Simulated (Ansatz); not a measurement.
1,1-dichloro-3-fluoropropa-1,2-diene (C3HCl2F), SMILES FC=C=C(Cl)Cl.

Coordinates come from a PBE0-D3(BJ)/def2-SVP optimisation.

Two levels are set side by side: PBE/def2-SVPD (Ansatz, a program for electronic structure) and CAM-B3LYP/def2-SVPD (Ansatz). Energy differences of separate SCF runs at the same geometry; the states with an electron removed or added have multiplicity 2 and 2. Differences are taken from unrounded values.

| quantity | CAM-B3LYP | PBE | PBE minus CAM-B3LYP |
|---|---|---|---|
| vertical ionisation energy (eV) | 10.10 | 9.73 | -0.37 |
| vertical singlet–triplet gap (eV) | 3.92 | 3.87 | -0.05 |
